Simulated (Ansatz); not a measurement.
`CC[N](C)[Zr]([OH])([F])[O]C` + `CO[Si](Cl)(OC)[Se]C` → `C[O][Zr]([OH])([F])[Se]C` + `CCN(C)[Si](Cl)(OC)OC`  (redistribution)

Calculated with Ansatz (gas phase, PBE0-D4/def2-TZVP geometries, no zero-point term in ΔE). CBS: MP2 limit from def2 TZ/QZ plus the TZ coupled-cluster correction, frozen cores. DFT in def2-TZVPP. def2 core potentials past Kr. For Se, Zr outer-core shells are correlated without core-valence functions, which leaves a few kJ/mol of doubt a bond. Scalar relativity is left out up to krypton. One conformer a species, not always the lowest.

| level | ΔE (kJ/mol) |
| --- | --- |
| revPBE-D4 | -30.4 |
| CCSD/def2-SVP | -39.1 |

Task: What does CCSD(T)/CBS give? (Estimate.)

Result: Ansatz gave: -38.5 kJ/mol. The listed levels differ from it by 8.1, -0.6 kJ/mol.

Largest T1 diagnostic among the species: 0.015.

Leaving LDA and LC-ωPBE aside and taking each functional with its dispersion term where it has one, the values, not all of them listed here, spread over 17.2 kJ/mol, from BHLYP-D4 to revPBE-D4. LDA lies −3.7 kJ/mol from PBE without D4. From PBE to PBE0 (25 % exact exchange), in def2-TZVPP and without D4, ΔE moves by −7.2 kJ/mol.
